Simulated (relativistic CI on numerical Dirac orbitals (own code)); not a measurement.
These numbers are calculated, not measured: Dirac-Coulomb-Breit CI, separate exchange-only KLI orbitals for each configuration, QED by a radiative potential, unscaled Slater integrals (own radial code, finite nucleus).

Configuration list (outside the closed core [Ne]): 3s2.3p6.3d9, 3s2.3p5.3d10, 3s.3p6.3d10, 3s2.3p6.3d8.4s, 3s2.3p6.3d8.4p, 3s2.3p6.3d8.4d, 3s2.3p4.3d10.4s, 3s2.3p5.3d9.4s, 3s2.3p6.3d8.4f, 3s2.3p4.3d10.4p, 3s2.3p5.3d9.4p, 3s2.3p4.3d10.4d, 3s.3p5.3d10.4s, 3s2.3p6.3d7.4s2, 3s.3p5.3d10.4p, 3s2.3p6.3d7.4s.4p, 3s2.3p5.3d9.4d, 3s.3p6.3d9.4s, 3s2.3p6.3d8.5s, 3s2.3p6.3d7.4p2, 3s.3p5.3d10.4d, 3s2.3p6.3d8.5p, 3s2.3p6.3d7.4s.4d, 3p6.3d10.4s, 3s.3p6.3d9.4p, 3s2.3p5.3d9.4f, 3s2.3p6.3d8.5d, 3s2.3p6.3d7.4p.4d, 3p6.3d10.4p, 3s2.3p5.3d8.4s2, 3s2.3p6.3d8.5f, 3s2.3p6.3d8.5g, 3s2.3p5.3d8.4s.4p, 3s2.3p6.3d7.4d2, 3s.3p6.3d9.4d, 3p6.3d10.4d. Levels of other configurations are missing.

At this charge energies of transitions that change n are usually good to better than 1 %, and those within a shell (Δn = 0) to a few per cent.

Outline of the computed level scheme of Pr XXXIII. Lowest level of each configuration: 3s2.3p6.3d9 2D_5/2 at 0.000 eV; 3s2.3p5.3d10 2P°_3/2 at 299.950 eV; 3s.3p6.3d10 2S_1/2 at 565.259 eV; 3s2.3p6.3d8.4s 4F_9/2 at 829.592 eV; 3s2.3p6.3d8.4p 4D°_7/2 at 892.512 eV.

Some strong electric-dipole decays among the lowest 45 levels: 3s2.3p6.3d8.4p 2F°_7/2 → 3s2.3p6.3d9 2D_5/2 (3.2e+12 s⁻¹); 3s2.3p6.3d8.4p 2P°_3/2 → 3s2.3p6.3d9 2D_5/2 (2.9e+12 s⁻¹); 3s2.3p6.3d8.4p 2D°_5/2 → 3s2.3p6.3d9 2D_5/2 (2.5e+12 s⁻¹); 3s2.3p6.3d8.4p 2D°_5/2 → 3s2.3p6.3d9 2D_5/2 (2.3e+12 s⁻¹); 3s2.3p5.3d10 2P°_1/2 → 3s2.3p6.3d9 2D_3/2 (1.8e+12 s⁻¹); 3s2.3p6.3d8.4p 4F°_3/2 → 3s2.3p6.3d9 2D_3/2 (1.4e+12 s⁻¹); 3s2.3p6.3d8.4p 4D°_3/2 → 3s2.3p6.3d9 2D_5/2 (9.8e+11 s⁻¹); 3s2.3p6.3d8.4p 4G°_5/2 → 3s2.3p6.3d9 2D_5/2 (9.2e+11 s⁻¹).

LS names give the leading component of a level, which can be under half, so a name can repeat, a term be missing and a line seem to break the LS rules.
